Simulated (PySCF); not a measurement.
**Partial charges of `CC[Si@@H](CF)CN[SiH3]`**

Species: C4H14FNSi2.
Geometry (GFN2-xTB, Å), atoms numbered from 1 in this order:
```
atom  x, y, z in Å
C1    -2.1331   -2.1178   -0.2831
C2    -2.2727   -0.6350    0.0456
Si3   -0.7498    0.3854   -0.4790
C4    -1.1351    2.2192   -0.0209
F5    -0.0201    3.0148   -0.2171
C6     0.8251   -0.1453    0.4694
N7     1.9953    0.5606   -0.0140
Si8    3.5943   -0.0403    0.1401
H9    -1.2822   -2.5473    0.2393
H10   -3.0257   -2.6674    0.0106
H11   -1.9815   -2.2589   -1.3500
H12   -3.1616   -0.2465   -0.4532
H13   -2.4517   -0.5260    1.1173
H14   -0.5205    0.3174   -1.9288
H15   -1.9262    2.6506   -0.6385
H16   -1.4132    2.3477    1.0292
H17    1.0090   -1.2123    0.3273
H18    0.6926   -0.0012    1.5536
H19    1.8599    1.5590   -0.0163
H20    4.0800   -0.2147    1.5220
H21    3.5861   -1.3612   -0.4957
H22    4.4207    0.9386   -0.5586
```

Density: PBE0/pcSseg-1 (PySCF); schemes: Mulliken, IAO, Hirshfeld and ESP-fitted. One conformer (not necessarily the lowest) at the GFN2-xTB geometry, without solvent, vibrations or thermal averaging.

Task: Tabulate the Mulliken, IAO, Hirshfeld and ESP-fitted charges.

Result: In e:

| atom | environment | Mulliken | IAO | Hirshfeld | ESP-fitted |
| --- | --- | --- | --- | --- | --- |
| C1 | methyl carbon | -0.290 | -0.409 | -0.116 | -0.137 |
| C2 | sp3 carbon bound to silicon | -0.593 | -0.540 | -0.156 | -0.142 |
| Si3 | SiH silicon | +0.799 | +0.896 | +0.366 | +0.271 |
| C4 | sp3 C–F carbon | -0.144 | -0.237 | -0.069 | -0.075 |
| F5 | alkyl fluorine | -0.351 | -0.331 | -0.120 | -0.231 |
| C6 | sp3 carbon bound to nitrogen | -0.308 | -0.416 | -0.111 | +0.091 |
| N7 | silicon-bound nitrogen | -0.688 | -0.675 | -0.246 | -0.757 |
| Si8 | SiH3 silicon | +0.617 | +0.752 | +0.341 | +0.497 |
| H9 | methyl hydrogen | +0.116 | +0.136 | +0.039 | +0.024 |
| H10 | methyl hydrogen | +0.121 | +0.143 | +0.042 | +0.053 |
| H11 | methyl hydrogen | +0.120 | +0.140 | +0.040 | +0.051 |
| H12 | methylene hydrogen | +0.140 | +0.145 | +0.039 | +0.054 |
| H13 | methylene hydrogen | +0.140 | +0.143 | +0.038 | +0.035 |
| H14 | Si–H hydrogen | -0.053 | -0.122 | -0.077 | -0.074 |
| H15 | methylene hydrogen | +0.125 | +0.146 | +0.042 | +0.096 |
| H16 | methylene hydrogen | +0.123 | +0.142 | +0.040 | +0.083 |
| H17 | methylene hydrogen | +0.137 | +0.142 | +0.040 | +0.084 |
| H18 | methylene hydrogen | +0.134 | +0.122 | +0.029 | +0.035 |
| H19 | N–H hydrogen | +0.210 | +0.261 | +0.098 | +0.373 |
| H20 | Si–H hydrogen | -0.127 | -0.169 | -0.096 | -0.129 |
| H21 | Si–H hydrogen | -0.117 | -0.143 | -0.085 | -0.105 |
| H22 | Si–H hydrogen | -0.111 | -0.127 | -0.077 | -0.098 |

Mean size of the charges over all atoms: IAO 0.288 e, Mulliken 0.253 e, ESP-fitted 0.159 e, Hirshfeld 0.105 e. Each set sums to the total charge, 0, to within 0.001 e. The Mulliken scheme counts on each atom the diagonal of the density matrix times the overlap matrix over that atom's basis functions. The IAO scheme projects the occupied orbitals on a minimal set of polarised atomic orbitals and counts the electrons in each atom's part of it.

Lowest charge. All schemes agree: Mulliken N7 (-0.688); IAO N7 (-0.675); Hirshfeld N7 (-0.246); ESP-fitted N7 (-0.757).

Highest charge. The schemes don't all agree: Mulliken Si3 (+0.799); IAO Si3 (+0.896); Hirshfeld Si3 (+0.366); ESP-fitted Si8 (+0.497).

Task: How closely do the schemes follow one another over all atoms?

Result: Correlation coefficient and root-mean-square difference: Mulliken with IAO 0.99, 0.059 e; IAO with Hirshfeld 0.98, 0.230 e; Mulliken with Hirshfeld 0.97, 0.199 e; Hirshfeld with ESP-fitted 0.84, 0.141 e; Mulliken with ESP-fitted 0.83, 0.188 e; IAO with ESP-fitted 0.82, 0.221 e.

Task: Sum the charges by element, for elements with more than one atom.

Result: 
```json
{"element": "C", "atoms": "4", "Mulliken": "-1.335", "IAO": "-1.602", "Hirshfeld": "-0.452", "ESP-fitted": "-0.263"}
{"element": "Si", "atoms": "2", "Mulliken": "+1.416", "IAO": "+1.648", "Hirshfeld": "+0.708", "ESP-fitted": "+0.768"}
{"element": "H", "atoms": "14", "Mulliken": "+0.958", "IAO": "+0.960", "Hirshfeld": "+0.110", "ESP-fitted": "+0.484"}
```

Task: How many electrons does the ESP-fitted scheme count on C1?

Result: Z − q = 6 − (-0.137) = 6.137.

These values come from a run that also computed NMR shieldings. Hardware: one thread of an Arm Neoverse V2 (shared host). Cost: 33 s of wall time, 1.0 GiB resident at most.
